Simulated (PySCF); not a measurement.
C2H6MgS, SMILES C[CH2][Mg][SH]. Atoms are numbered in the order given.

```xyz
10

Mg    -0.0352    -0.0038     0.2669
C      0.5737    -1.9450    -0.2640
C      0.8439    -2.1773    -1.7523
H     -0.1982    -2.6520     0.0929
H      1.4768    -2.1904     0.3251
H      1.6418    -1.5216    -2.1396
H     -0.0473    -1.9873    -2.3737
H      1.1597    -3.2137    -1.9692
S     -0.6995     2.1564     0.8037
H     -0.9235     1.8414     2.1003
```

Coordinates come from a PBE0-D3(BJ)/def2-SVP optimisation. The structure was generated by enumeration; whether it is a known compound was not checked. Other conformers were not sampled.

Two levels are set side by side: PBE/pcSseg-1 (PySCF) and HF/pcSseg-1 (PySCF). GIAO shifts against H2S (³³S), TMS (¹H), TMS (¹³C) at the same level; non-relativistic, no solvent, atoms listed together averaged. Differences are taken from unrounded values.

```csv
quantity,HF
δ(¹³C) of C2 (ppm),-5.3
δ(¹³C) of C3 (ppm),15.1
"δ(¹H) of H4, H5 (ppm)",0.01
δ(³³S) of S9 (ppm),-137.9
δ(¹H) of H10 (ppm),-0.82
```

Q: What does PBE give, and how far is it from HF? (The exact figures need the calculation; the answer reports its results.)

A: 
```json
[
 {"quantity": "δ(¹³C) of C2 (ppm)", "PBE": "3.7", "PBE minus HF": "9.0"},
 {"quantity": "δ(¹³C) of C3 (ppm)", "PBE": "17.2", "PBE minus HF": "2.1"},
 {"quantity": "δ(¹H) of H4, H5 (ppm)", "PBE": "0.58", "PBE minus HF": "0.58"},
 {"quantity": "δ(³³S) of S9 (ppm)", "PBE": "-90.1", "PBE minus HF": "47.8"},
 {"quantity": "δ(¹H) of H10 (ppm)", "PBE": "-1.08", "PBE minus HF": "-0.26"}
]
```

Rough cost on one machine, each run with all the roots and properties that it gave: HF against PBE within a factor of 2.
